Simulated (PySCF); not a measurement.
# Electron correlation in Ce+ (cerium, charge +1)

[Xe] 4f2 5d1, one real determinant (an excited configuration). Computed with PySCF 2.14 in x2c-TZVPPall, with the spin-free X2C one-electron Hamiltonian (Gaussian nucleus). Frozen: [Kr] 4d10; 11 electrons correlated.

| level | correlation energy (mhartree) |
| --- | --- |
| CCSD | -277.44 |
| (T) | -11.26 |
| CCSD(T) | -288.70 |

Diagnostics: T1 = 0.025, D1 = 0.1054, largest double amplitude 0.037.

The real determinant used has ⟨L²⟩ near 30 against 56 for a pure K term, so it mixes terms. Spin-orbit coupling, absent here, splits the open shell strongly.

Cost of the coupled-cluster step: roughly 110 core-seconds, for 11 correlated electrons.

The reference is one real determinant that mixes LS terms of this configuration.
